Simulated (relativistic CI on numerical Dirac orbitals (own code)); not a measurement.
Hyperfine structure of Dy25+, mass number 163

Calculated at this level of theory: Dirac-Coulomb-Breit CI, KLI orbitals optimised for each configuration, a model potential for QED, unscaled Slater integrals (own radial code, finite nucleus).

Configurations in the expansion (outside the closed core [Ar] 3d10): 4s2 4p6 4d5, 4s2 4p5 4d6, 4s2 4p6 4d4 4f, 4s 4p6 4d5 4f, 4p6 4d7, 4p5 4d8, 4s2 4p6 4d3 5s2, 4s2 4p6 4d2 4f 5s2, 4s 4p6 4d3 4f 5s2. Double excitations out of closed p, d and f shells are left out; levels of such configurations are missing from the list, as are those of other unlisted configurations, and high levels can miss mixing partners.

Nuclear spin I = 5/2, μ = 0.671 μN, Q = 2.65 b (tables of Stone and Pyykkö). The electronic factors are computed for point nuclear moments, without core polarisation or the Bohr-Weisskopf and QED corrections.

| Level | E (cm⁻¹) | A (MHz) | B (MHz) |
| --- | --- | --- | --- |
| 4s2 4p6 4d5 4G_11/2 | 88133.1 | 2162 | -775 |
| 4s2 4p6 4d5 4G_9/2 | 97036.9 | 1954 | 25300 |
| 4s2 4p6 4d5 4P_1/2 | 105607.0 | -743.8 |  |
| 4s2 4p6 4d5 2D_3/2 | 145569.0 | 3686 | -22700 |
| 4s2 4p6 4d5 2I_11/2 | 147608.5 | 2211 | 1380 |

Levels with J = 0, under 50 % of one LS term, or S terms without an open s electron are left out. Small factors come from cancelling terms and can be off by tens of per cent or more.

At this charge energies of transitions that change n are usually good to better than 1 %, and those within a shell (Δn = 0) to a few per cent. Terms inside the open d or f shell come out 10 to 20 % too wide with unscaled integrals.

(1) Give the hyperfine levels of 4s2 4p6 4d5 4G_11/2 relative to its centre of gravity.

Answers

(1) With K = F(F + 1) − I(I + 1) − J(J + 1), E = AK/2 + B[¾K(K + 1) − I(I + 1)J(J + 1)]/[2I(2I − 1)J(2J − 1)]: F = 3: -35460, F = 4: -26570, F = 5: -15560, F = 6: -2484, F = 7: 12580, F = 8: 29540 MHz.

LS names give the leading component of a level, which can be under half, so a name can repeat, a term be missing and a line seem to break the LS rules.
